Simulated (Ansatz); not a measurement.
C$_{5}$H$_{14}$N$_{2}$ (`CN(C)CCCN`), relaxed with RKS PBE-D4/def2-SVP in Ansatz 0.2.0 from a rough embedded geometry. The force threshold is 0.03 eV/Å; the program also tests the step.

Total charge 0; spin multiplicity 1.

Start:

```xyz
21

C     1.181   -0.909    1.731
N     0.849   -0.601    0.357
C     1.961   -0.898   -0.520
C     0.376    0.765    0.206
C    -0.511    0.928   -1.029
C    -1.792    0.108   -0.885
N    -2.622    0.660    0.175
H     0.302   -0.752    2.355
H     2.007   -0.292    2.122
H     1.473   -1.956    1.800
H     2.853   -0.289   -0.295
H     2.226   -1.950   -0.416
H     1.674   -0.720   -1.554
H     1.215    1.482    0.160
H    -0.237    1.008    1.076
H     0.018    0.611   -1.928
H    -0.765    1.984   -1.141
H    -1.518   -0.909   -0.597
H    -2.309    0.068   -1.859
H    -3.437    0.077    0.325
H    -2.946    1.587   -0.083
```

(1) How much energy does the relaxation release, and in how many steps? (Estimate.)

(2) Which bonds change most? (Estimate.)

(3) Give the relaxed structure. (Best estimate.)

## Answers

(1) The calculation gave: 2.72 kcal/mol, in 3 steps.

(2) The calculation gave: C1–H9 from 1.102 to 1.125 Å; C3–H11 from 1.103 to 1.126 Å; C5–H16 from 1.090 to 1.112 Å; C5–H17 from 1.092 to 1.114 Å.

(3) Computed: 
```xyz
21

C     1.200   -0.898    1.759
N     0.870   -0.590    0.381
C     1.955   -0.924   -0.522
C     0.380    0.775    0.208
C    -0.511    0.935   -1.031
C    -1.816    0.139   -0.919
N    -2.632    0.638    0.189
H     0.321   -0.716    2.410
H     2.058   -0.293    2.165
H     1.479   -1.969    1.854
H     2.890   -0.325   -0.331
H     2.219   -1.998   -0.426
H     1.658   -0.748   -1.575
H     1.222    1.519    0.181
H    -0.248    1.023    1.088
H     0.031    0.626   -1.951
H    -0.739    2.016   -1.168
H    -1.542   -0.915   -0.695
H    -2.331    0.135   -1.915
H    -3.432    0.016    0.355
H    -3.032    1.554   -0.058
```
